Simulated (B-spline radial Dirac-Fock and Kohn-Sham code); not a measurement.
Conversion-electron coefficients: Mo, 486 keV

Z = 42 (molybdenum), transition energy 486 keV. These are calculated numbers from a radial finite-basis atomic code; the model is a Dirac-Hartree-Slater potential of the neutral atom with a Latter tail (no hole, which puts coefficients of high multipoles low close above an edge), finite nucleus with surface currents. Subshells that would emit electrons below 1 keV are left out.

| subshell | electron energy (keV) | E3 | E4 | M2 | M3 | M5 |
| --- | --- | --- | --- | --- | --- | --- |
| K | 466.00 | 0.0130 | 0.0357 | 0.0120 | 0.0355 | 0.295 |
| L1 | 483.13 | 0.00137 | 0.00379 | 0.00136 | 0.00420 | 0.0382 |
| L2 | 483.38 | 0.000285 | 0.00162 | 6.99e-05 | 0.000334 | 0.00572 |
| L3 | 483.48 | 0.000177 | 0.000848 | 2.58e-05 | 0.000217 | 0.00765 |
| M1 | 485.49 | 0.000245 | 0.000681 | 0.000247 | 0.000765 | 0.00705 |
| M2 | 485.59 | 5.46e-05 | 0.000311 | 1.34e-05 | 6.39e-05 | 0.00110 |
| M3 | 485.61 | 3.39e-05 | 0.000163 | 4.95e-06 | 4.18e-05 | 0.00150 |
| M4 | 485.77 | 7.26e-08 | 8.22e-07 | 1.62e-08 | 1.81e-07 | 1.11e-05 |
| M5 | 485.77 | 6.56e-08 | 5.24e-07 | 7.41e-09 | 3.94e-08 | 5.02e-06 |
| N1 | 485.94 | 4.21e-05 | 0.000117 | 4.25e-05 | 0.000132 | 0.00122 |
| N2 | 485.96 | 8.16e-06 | 4.65e-05 | 2.00e-06 | 9.56e-06 | 0.000165 |
| N3 | 485.96 | 5.04e-06 | 2.42e-05 | 7.35e-07 | 6.22e-06 | 0.000223 |
| N4 | 485.99 | 2.90e-09 | 3.28e-08 | 6.46e-10 | 7.22e-09 | 4.44e-07 |
| N5 | 485.99 | 2.58e-09 | 2.06e-08 | 2.91e-10 | 1.55e-09 | 1.98e-07 |
| total |  | 0.0152 | 0.0433 | 0.0138 | 0.0412 | 0.358 |

Q: For a pure E4 transition, what fraction of decays emits a photon?

A: 1/(1 + α) = 0.958 with the total α = 0.0433; the total includes the outer subshells that are not listed.
